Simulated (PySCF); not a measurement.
Unrelated species, one level of theory. Method: TDDFT B3LYP/def2-SVPD, vertical, gas phase, core orbitals frozen in the response in PySCF 2.14.0, density-fitted response routines. Geometries: GFN2-xTB; one conformer of each isolated species. Triplets are in the Tamm–Dancoff approximation. 'Strongest' means the level of largest summed f among the lowest 8 singlets; it needn't be the same kind of state in each. Ions are computed without counter-ions or solvent.

Question: Rank by computed HOMO–LUMO gap, lowest first.
A. `CCn1cc(Cl)cn1`
B. `C=CC(=O)[SiH2]F`
C. `CN=C1CC(C)C1`
D. `C=C[C+](C)C(C)C`
E. `COCC(=O)F`
F. `COS(C)(=O)=O`
G. `CC(C)[C@@H](C)C#N`
H. `CO[C@H](C)SSC`

Answer: B (4.50 eV), D (4.84 eV), H (5.78 eV), C (6.33 eV), A (6.51 eV), E (6.88 eV), F (8.33 eV), G (8.94 eV).

| SMILES | gap (eV) | f (S1) | LUMO (eV) | first f ≥ 0.01 (nm) | T1 (eV) | f (strongest) | S1 mainly |
| --- | --- | --- | --- | --- | --- | --- | --- |
| C=CC(=O)[SiH2]F | 4.50 | 0.001 | -2.58 | 214 | 2.38 | 0.24 | H→L (99%) |
| C=C[C+](C)C(C)C | 4.84 | 0.000 | -8.59 | 274 | 2.86 | 0.19 | H-1→L (96%) |
| CO[C@H](C)SSC | 5.78 | 0.004 | -0.56 | 244 | 4.07 | 0.05 | H→L (98%) |
| CN=C1CC(C)C1 | 6.33 | 0.002 | -0.17 | 189 | 4.21 | 0.19 | H→L (98%) |
| CCn1cc(Cl)cn1 | 6.51 | 0.106 | -0.20 | 209 | 4.57 | 0.11 | H→L (89%) |
| COCC(=O)F | 6.88 | 0.003 | -1.12 | 174 | 5.19 | 0.04 | H→L (88%) |
| COS(C)(=O)=O | 8.33 | 0.003 | 0.00 | 156 | 7.24 | 0.07 | H→L (97%) |
| CC(C)[C@@H](C)C#N | 8.94 | 0.002 | 0.04 | 147 | 6.53 | 0.03 | H→L (35%) |

H and L stand for HOMO and LUMO.
